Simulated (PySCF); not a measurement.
Fractional electron number in Zr⁺ (zirconium, charge +1)

The 5s alpha orbital of [Kr] 4d2 5s1 is emptied in steps (occupation f), with all orbitals relaxed, ending at [Kr] 4d2. Computed with PySCF 2.14 in x2c-TZVPall (8s6p6d1f, 63 functions), with scalar relativity by spin-free X2C-1e. The exact energy is a straight line in f; departures are measured from the line between the end points of the same method.

```tsv
f	UHF (eV)
1	0.000
0.75	0.027
0.5	0.036
0.25	0.026
0	0.000
```

**Question.** For UHF, how does the orbital energy at f = 1 compare with the removal energy?

**Answer.** −ε = 12.438 eV against a total-energy difference of 12.287 eV. By Janak's theorem ε = ∂E/∂f, so the gap between them reflects the curvature. Along the path −ε is 12.357 (f = 0.75), 12.283 (f = 0.5), 12.215 (f = 0.25) eV.

Reference removal energy between the ground levels: 13.13 eV (measured; NIST Atomic Spectra Database, ionization energies). The calculation has no spin-orbit coupling. UHF lacks correlation.
